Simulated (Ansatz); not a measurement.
The same path of Cl2H2Si + H2S (8 atoms, charge 0, multiplicity 1) was run twice with different band settings. Lost on the way: Si1–H2, S6–H8. Made: Si1–S6, H2–H8.

All numbers below come from Ansatz, RHF/6-31G*.

Relaxed end points:

```xyz
8
Properties=species:S:1:pos:R:3
Si -0.415 -0.528 -0.512
H -0.638 -0.405 0.924
Cl 1.609 -0.584 -0.861
Cl -1.245 1.092 -1.455
H -1.003 -1.739 -1.079
S 1.570 2.619 2.206
H 2.611 2.165 1.521
H 2.014 2.175 3.374
```

```xyz
8
Properties=species:S:1:pos:R:3
Si 0.400 0.503 -0.796
H -0.020 -0.191 3.940
Cl 1.707 -0.574 -1.954
Cl -1.130 1.220 -1.946
H -0.143 -0.420 0.194
S 1.342 2.196 0.077
H 2.293 1.529 0.722
H 0.051 0.534 3.882
```

Common settings: spring 5.0 eV/Å²; optimiser quadratic models (default); start path through a guess of the saddle point; force threshold 0.05 eV/Å; iteration limit 60; end points relaxed.

| run | movable images | climbing image |
| --- | --- | --- |
| 1 | 5 | yes |
| 2 | 4 | no |

Task: What does each run give, and how far can it be trusted?

Result: Run 1: converged after 12 iterations, highest image 3.729 eV above the first end. Neighbouring images differ by up to 3.4 eV, so the band resolves the path poorly. A vibrational analysis at the climbing image gives one clearly imaginary mode, 1996i cm⁻¹: a first-order saddle point.
Run 2: converged after 10 iterations, highest image 1.269 eV above the first end. Neighbouring images differ by up to 1.3 eV, so the band resolves the path poorly. No image climbed, so the highest image needn't sit at the top of the path. A band with more images between the same ends climbed to 3.73 eV, so this one has probably stepped over the top.
The orbitals stay closed-shell, which can raise the energy where a bond breaks towards radicals; this wasn't checked here.
